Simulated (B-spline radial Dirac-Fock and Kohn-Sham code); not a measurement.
## Scattering functions of Ru¹⁵⁺

System: Ru¹⁵⁺ in the configuration [Ar] 3d10 4s1.

The computed values come from a radial B-spline solver: relativistic Hartree-Fock (Dirac-Fock) wave functions, averaged over the configuration. f₀ is the Fourier transform of the spherical electron density, S the Waller-Hartree incoherent function, and s = sin θ/λ. The electron scattering factor follows from the Mott-Bethe formula f_e = 0.023934 Å⁻¹·(Z − f₀)/s².

```csv
s (Å⁻¹),f₀,S,f_e (Å)
0,29.000,0.000,–
0.05,28.923,0.083,144.338
0.1,28.696,0.324,36.629
0.15,28.325,0.705,16.674
0.2,27.821,1.199,9.681
0.25,27.199,1.776,6.434
0.3,26.475,2.409,4.660
0.35,25.667,3.078,3.582
0.4,24.794,3.767,2.873
0.45,23.872,4.470,2.379
0.5,22.916,5.180,2.018
0.6,20.961,6.615,1.532
0.7,19.021,8.049,1.220
0.8,17.159,9.446,1.004
0.9,15.420,10.774,0.844
1,13.831,12.013,0.722
1.1,12.408,13.157,0.625
1.2,11.158,14.212,0.546
1.4,9.160,16.077,0.425
1.6,7.750,17.658,0.339
1.8,6.784,18.994,0.275
2,6.115,20.123,0.227
2.5,5.048,22.286,0.149
3,4.221,23.826,0.106
3.5,3.461,24.953,0.079
4,2.807,25.775,0.062
5,1.917,26.804,0.040
6,1.463,27.388,0.028
```

f₀ starts at the number of electrons, 29, and has fallen to half at s ≈ 0.96 Å⁻¹. The sum of ⟨r²⟩ over the electrons is 4.171 bohr². For an ion f_e diverges as s goes to zero, because of the net charge.
